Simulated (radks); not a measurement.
The nuclear charge of the iridium ion Ir2+ is varied continuously with 75 electrons held in [Xe] 4f14 5d7. Method: scalar-relativistic Kohn-Sham, PBE, spin-polarised, spherical densities, finite nucleus; open shells are filled with parallel spins first (spin-orbit coupling, left out, can overturn this in heavy ions); Fermi nuclear charge, rms radius 5.4032 fm; computed with a radial shooting solver on a logarithmic mesh with Libxc functionals. By the Hellmann-Feynman theorem dE/dZ = E(electron-nucleus)/Z, the electronic potential at the nucleus (averaged over a nucleus of fixed radius). The scalar-relativistic energy here is not variational (the density holds large components alone), so the two differ by a part that grows with Z.

| Z | E (hartree) | E(electron-nucleus)/Z (hartree) | HOMO | e(HOMO) (eV) | <r> HOMO (bohr) |
|---|---|---|---|---|---|
| 76 | -17250.4534 | -562.260 | 5d | -11.144 | 1.841 |
| 76.2 | -17364.0641 | -564.534 | 5d | -13.359 | 1.792 |
| 76.4 | -17478.1392 | -566.810 | 5d | -15.679 | 1.747 |
| 76.6 | -17592.6791 | -569.087 | 5d | -18.100 | 1.706 |
| 76.8 | -17707.6841 | -571.367 | 5d | -20.615 | 1.669 |
| 77 | -17823.1548 | -573.648 | 5d | -23.221 | 1.634 |
| 77.2 | -17939.0918 | -575.932 | 5d | -25.914 | 1.602 |
| 77.4 | -18055.4955 | -578.218 | 5d | -28.691 | 1.572 |
| 77.6 | -18172.3665 | -580.507 | 5d | -31.549 | 1.544 |
| 77.8 | -18289.7056 | -582.798 | 5d | -34.486 | 1.518 |
| 78 | -18407.5132 | -585.093 | 5d | -37.499 | 1.493 |

The central difference of E at Z = 77 is -578.519 hartree, to compare with the third column; the second derivative is -11.7 hartree.
